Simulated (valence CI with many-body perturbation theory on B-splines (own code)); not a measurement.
E1 line list for Tm61+

Method: valence CI with perturbative core correlation (CI+MBPT): six valence electrons over a frozen Dirac-Fock core [He], radial functions for each j: 9 s, 9 p, 8 d, 6 f, 3 g, 1 h, with the one-electron correlation potential Σ1, the two-electron term Σ2, the three-electron term Σ3, Breit, model QED; selected CI, second order for the rest, scaled by the run's own slope (own B-spline code, finite nucleus).

No measured spectrum was set against this ion. As an estimate, large intervals hold to a few tenths of a per cent, small ones and those within an open d or f shell to about a per cent. Among the levels kept, up to 2100 cm⁻¹ of a level comes from second order outside the variational space, and about a tenth of that is noise between levels of different J, which matters for small intervals.

Lines 151 to 190 of 190 in falling wavelength, among levels below 8995.9 eV, chosen from the strongest by gf and those to the six lowest levels. Wavelengths and rates use the calculated energies. Electric multipoles are in the length gauge with retardation, E1 and E2 with the static RPA response of the core. Weak lines are less certain than strong ones. Lines between different terms over intervals too small for the method are left out, as are lines whose strength nearly cancels. The highest levels of a list are the least certain.

Levels are named by their leading jj configuration (3d3/2^4 stands for four electrons in 3d with j = 3/2), which in mixed levels can hold well under half, so a name can repeat and another be missing. Letters in brackets count levels of one name in rising energy.

```tsv
λ vac (Å)	Upper	Lower	A (s⁻¹)	log gf	Branch %
1.656	(2s^2 2p1/2 2p3/2^2 3p3/2) J=1 [c]	(2s 2p1/2^2 2p3/2^3) J=1	2.62e+13	-1.49	83.3
1.655	(2s^2 2p1/2 2p3/2^2 3p3/2) J=2 [b]	(2s 2p1/2^2 2p3/2^3) J=1	2.00e+11	-3.39	4.6
1.654	(2s^2 2p1/2^2 2p3/2 3s) J=1	(2s^2 2p1/2^2 2p3/2^2) J=2	1.33e+14	-0.79	70.9
1.653	(2s^2 2p1/2 2p3/2^2 3s) J=2 [b]	(2s^2 2p1/2 2p3/2^3) J=1	2.07e+13	-1.37	11.3
1.653	(2s^2 2p1/2 2p3/2^2 3p3/2) J=2 [a]	(2s 2p1/2^2 2p3/2^3) J=2	2.58e+12	-2.28	26.7
1.652	(2s^2 2p1/2 2p3/2^2 3p3/2) J=3 [a]	(2s 2p1/2^2 2p3/2^3) J=2	6.20e+11	-2.75	27.7
1.651	(2s^2 2p1/2 2p3/2^2 3p3/2) J=1 [a]	(2s 2p1/2^2 2p3/2^3) J=2	1.32e+13	-1.79	15.7
1.651	(2s^2 2p1/2 2p3/2^2 3p3/2) J=2 [c]	(2s 2p1/2^2 2p3/2^3) J=1	1.05e+11	-3.67	5.6
1.651	(2s 2p1/2^2 2p3/2^2 3s) J=1	(2s 2p1/2^2 2p3/2^3) J=2	6.11e+13	-1.13	76.3
1.650	(2s^2 2p1/2 2p3/2^2 3p3/2) J=1 [d]	(2s 2p1/2^2 2p3/2^3) J=1	2.94e+08	-6.44	0.0
1.648	(2s^2 2p1/2 2p3/2^2 3s) J=1 [b]	(2s^2 2p1/2 2p3/2^3) J=2	6.81e+13	-1.08	59.0
1.647	(2s^2 2p1/2 2p3/2^2 3p3/2) J=3 [b]	(2s 2p1/2^2 2p3/2^3) J=2	4.47e+11	-2.89	22.0
1.647	(2s^2 2p1/2 2p3/2^2 3p3/2) J=1 [b]	(2s 2p1/2^2 2p3/2^3) J=2	2.23e+13	-1.57	30.3
1.646	(2s 2p1/2^2 2p3/2^2 3s) J=2 [b]	(2s 2p1/2^2 2p3/2^3) J=2	6.80e+12	-1.86	18.6
1.644	(2s^2 2p1/2 2p3/2^2 3s) J=0	(2s^2 2p1/2 2p3/2^3) J=1	8.36e+13	-1.47	100.0
1.643	(2s^2 2p1/2 2p3/2^2 3s) J=1 [b]	(2s^2 2p1/2 2p3/2^3) J=1	1.36e+13	-1.78	11.8
1.639	(2s^2 2p1/2 2p3/2^2 3p3/2) J=1 [c]	(2s 2p1/2^2 2p3/2^3) J=2	1.15e+12	-2.86	3.6
1.638	(2s^2 2p1/2 2p3/2^2 3p3/2) J=2 [b]	(2s 2p1/2^2 2p3/2^3) J=2	9.38e+11	-2.72	21.6
1.634	(2s^2 2p1/2 2p3/2^2 3p3/2) J=2 [c]	(2s 2p1/2^2 2p3/2^3) J=2	1.01e+10	-4.70	0.5
1.634	(2s^2 2p1/2 2p3/2^2 3p3/2) J=1 [d]	(2s 2p1/2^2 2p3/2^3) J=2	5.55e+12	-2.18	76.6
1.574	(2s 2p1/2^2 2p3/2^2 3p1/2) J=2	(2s^2 2p1/2 2p3/2^3) J=2	1.17e+11	-3.66	0.1
1.573	(2s 2p1/2^2 2p3/2^2 3p1/2) J=3	(2s^2 2p1/2 2p3/2^3) J=2	3.18e+10	-4.08	0.0
1.570	(2s 2p1/2^2 2p3/2^2 3p1/2) J=2	(2s^2 2p1/2 2p3/2^3) J=1	5.14e+11	-3.02	0.3
1.559	(2s^2 2p1/2^2 2p3/2 3d3/2) J=1	(2s^2 2p1/2^2 2p3/2^2) J=0	9.41e+13	-0.99	31.8
1.551	(2s^2 2p1/2^2 2p3/2 3d3/2) J=2	(2s^2 2p1/2^2 2p3/2^2) J=2	9.16e+13	-0.78	99.2
1.549	(2s^2 2p1/2^2 2p3/2 3d3/2) J=3	(2s^2 2p1/2^2 2p3/2^2) J=2	1.47e+13	-1.43	96.2
1.548	(2s^2 2p1/2^2 2p3/2 3d3/2) J=1	(2s^2 2p1/2^2 2p3/2^2) J=2	2.01e+14	-0.66	68.0
1.539	(2s^2 2p1/2^2 2p3/2 3d5/2) J=1	(2s^2 2p1/2^2 2p3/2^2) J=0	1.04e+15	0.05	92.1
1.534	(2s^2 2p1/2^2 2p3/2 3d5/2) J=2	(2s^2 2p1/2^2 2p3/2^2) J=2	7.63e+14	0.13	100.0
1.531	(2s^2 2p1/2^2 2p3/2 3d5/2) J=3	(2s^2 2p1/2^2 2p3/2^2) J=2	1.70e+15	0.62	100.0
1.529	(2s^2 2p1/2^2 2p3/2 3d5/2) J=1	(2s^2 2p1/2^2 2p3/2^2) J=2	8.91e+13	-1.03	7.9
1.469	(2s^2 2p1/2 2p3/2^2 3s) J=1 [a]	(2s^2 2p1/2^2 2p3/2^2) J=0	2.37e+11	-3.64	0.1
1.462	(2s^2 2p1/2 2p3/2^2 3s) J=2 [a]	(2s^2 2p1/2^2 2p3/2^2) J=2	1.77e+13	-1.55	38.0
1.460	(2s^2 2p1/2 2p3/2^2 3s) J=1 [a]	(2s^2 2p1/2^2 2p3/2^2) J=2	3.72e+13	-1.45	18.3
1.458	(2s^2 2p1/2 2p3/2^2 3s) J=1 [b]	(2s^2 2p1/2^2 2p3/2^2) J=0	3.35e+13	-1.49	29.0
1.457	(2s^2 2p1/2 2p3/2^2 3s) J=3	(2s^2 2p1/2^2 2p3/2^2) J=2	3.01e+13	-1.17	52.3
1.456	(2s^2 2p1/2 2p3/2^2 3s) J=2 [b]	(2s^2 2p1/2^2 2p3/2^2) J=2	1.67e+13	-1.58	9.1
1.449	(2s^2 2p1/2 2p3/2^2 3s) J=1 [b]	(2s^2 2p1/2^2 2p3/2^2) J=2	2.73e+11	-3.59	0.2
1.391	(2s 2p1/2^2 2p3/2^2 3p1/2) J=2	(2s^2 2p1/2^2 2p3/2^2) J=2	1.70e+14	-0.61	98.5
1.391	(2s 2p1/2^2 2p3/2^2 3p1/2) J=3	(2s^2 2p1/2^2 2p3/2^2) J=2	4.29e+14	-0.06	99.4
```
